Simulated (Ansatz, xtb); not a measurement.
# Two isomers of C4H10OSi

Structure a is `C=CC[Si@@H](C)O`, a singlet and structure b is `C=C[Si](C)(C)O`, a singlet. Both are isolated molecules in the gas phase, relaxed with B3LYP-D3(BJ)/def2-SVP, each in the lowest conformer that the search found.

Quicker runs give these differences E(b) − E(a): GFN2-xTB +42.5 kJ/mol; HF/STO-3G −47.9 kJ/mol (at GFN2-xTB geometries); r2SCAN-D4/def2-SVP −35.0 kJ/mol (at GFN2-xTB geometries).

Problem. Which of the two would you expect CCSD(T)/def2-SVP + ΔMP2/def2-TZVPP electronic energies to favour?

Solution. Structure b; the calculation gives E(b) − E(a) = −37.3 kJ/mol.

How the difference moves with the method:

| level | geometry | E(b) − E(a) (kJ/mol) | departure from the last row (kJ/mol) | job, with rough time for the two |
| --- | --- | --- | --- | --- |
| GFN2-xTB | GFN2-xTB | +42.5 | +79.9 | optimisation, 0.23 s |
| HF/STO-3G | GFN2-xTB | −47.9 | −10.6 | single point, 0.48 s |
| r2SCAN-D4/def2-SVP | GFN2-xTB | −35.0 | +2.3 | single point, 6.3 s |
| B3LYP-D3(BJ)/def2-SVP | B3LYP-D3(BJ)/def2-SVP | −31.1 | +6.2 | optimisation, 90 s |
| HF/def2-SVP | B3LYP-D3(BJ)/def2-SVP | −37.8 | −0.4 | part of the CCSD(T) run |
| MP2/def2-SVP | B3LYP-D3(BJ)/def2-SVP | −31.2 | +6.1 | part of the CCSD(T) run |
| CCSD(T)/def2-SVP | B3LYP-D3(BJ)/def2-SVP | −30.8 | +6.5 | single point |
| CCSD(T)/def2-SVP + ΔMP2/def2-TZVPP | B3LYP-D3(BJ)/def2-SVP | −37.3 |  | single point, 1.8 min |

As drawn, b has 1 C–Si, 1 C–H in place of 1 C–C, 1 Si–H.

GFN2-xTB puts the two in the other order. The largest departure from CCSD(T)/def2-SVP + ΔMP2/def2-TZVPP is that of GFN2-xTB, 79.9 kJ/mol. The last row adds to CCSD(T) the change of the MP2 difference between the two basis sets, here −6.5 kJ/mol.

With thermal terms from frequencies at re-optimised GFN2-xTB minima (ideal gas, soft modes damped towards free rotors, one conformer each, 298.15 K, 1 atm): the zero-point term adds +3.1 kJ/mol; ΔH is −32.6 and ΔG −35.8 kJ/mol.

The correlated steps freeze 10 core orbitals. Mirror images aren't counted in ΔG. Programs: Ansatz 0.2.0, xtb 6.7.1; the last row on 2 threads of Arm Neoverse V2 on a shared host.
